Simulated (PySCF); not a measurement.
## Assignment exercise: C₅H₁₄SSi

Geometry (Å), atoms numbered from 1 in this order:
```xyz
21

C    -1.724    1.116   -0.474
C    -1.310   -0.284   -0.019
C    -2.216   -0.736    1.130
C    -1.430   -1.271   -1.181
C     0.127   -0.269    0.525
S     1.351    0.269   -0.734
Si    3.134    0.025    0.414
H    -1.647    1.841    0.352
H    -1.085    1.476   -1.295
H    -2.766    1.114   -0.829
H    -1.938   -1.740    1.489
H    -2.158   -0.041    1.984
H    -3.266   -0.776    0.801
H    -1.162   -2.292   -0.864
H    -2.463   -1.295   -1.562
H    -0.767   -0.994   -2.013
H     0.188    0.414    1.388
H     0.398   -1.280    0.870
H     4.263    0.390   -0.489
H     3.141    0.912    1.620
H     3.288   -1.388    0.881
```

[PySCF: GIAO PBE0/pcSseg-1 shieldings; geometry from PBE0-D3(BJ)/def2-SVP; gas phase; one computed conformer; relativity neglected; fast rotation and ring inversion assumed for equivalent nuclei]

References, each an isolated molecule treated in the same way: ¹³C and ¹H against TMS.

(1) Assign these signals to the numbered atoms. ¹³C{¹H} NMR (computed): δ 49.1 (CH2), 32.6 (C), 30.2 (CH3).

(2) Assign these signals to the numbered atoms. ¹H NMR (400 MHz, computed): δ 4.58 (s, 3H), 2.13 (s, 2H), 1.04 (s, 9H).

Answers

(1) 
| δ (ppm) | atoms | environment | reason |
| --- | --- | --- | --- |
| 49.1 | C5 | sp3 CH2 bonded to S | – |
| 32.6 | C2 | quaternary sp3 carbon | aliphatic region, no heteroatom directly attached |
| 30.2 | C1/C3/C4 | methyl carbon | a saturated carbon with 1 carbon neighbour and no heteroatom attached |

(2) 
| δ (ppm) | atoms | environment | reason |
| --- | --- | --- | --- |
| 4.58 | H19/H20/H21 | hydrogen on a silicon bonded to S | – |
| 2.13 | H17/H18 | hydrogen on an sp3 CH2 bonded to S | – |
| 1.04 | H8/H9/H10/H11/H12/H13/H14/H15/H16 | hydrogen on a methyl carbon | far from electronegative atoms and π systems |

Shifts are as computed. Against solution values, carbons near 30 ppm lie about +2 ppm off and those near 130 ppm about +5 ppm. Of 1309 compounds with measured shifts, 239 miss one by over three times the rms of a fit or turn the order of signals round; such compounds aren't used in these exercises. No couplings were computed; multiplicities are counted from neighbouring protons, with m where these are inequivalent, close in shift, in a saturated or five-membered ring or joined by F or P, and br s for small geminal =CH2 splittings.
